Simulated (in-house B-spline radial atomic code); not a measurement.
Configurations of Al³⁺, with energies counted from [He] 2s2 2p6. All numbers are computed (scalar-relativistic (X2C) B97-1, spin-polarised, spherical fractional occupations, exact exchange averaged over the configuration; Fermi nucleus of rms radius 3.061 fm) with a B-spline radial code for spherical atoms, not measured. Shells without spins written out take the highest spin.

Occupations are held fixed; configurations that lie above the ionisation limit could autoionise.

```json
{"configuration": "[He] 2s2 2p5 3s1", "E - E(ref) (eV)": "76.798", "highest orbital": "3s up", "its <r> (bohr)": "1.92"}
{"configuration": "[He] 2s2 2p5 3p1", "E - E(ref) (eV)": "84.657", "highest orbital": "3p up", "its <r> (bohr)": "2.106"}
{"configuration": "[He] 2s1 2p6 3d1", "E - E(ref) (eV)": "134.49", "highest orbital": "3d up", "its <r> (bohr)": "2.42"}
```

Order these further configurations by energy, lowest first.
A. [He] 2s1 2p6 3p1
B. [He] 2s2 2p5 3d1
C. [He] 2s1 2p6 3s1

B (94.786 eV), C (116.57 eV), A (124.48 eV).
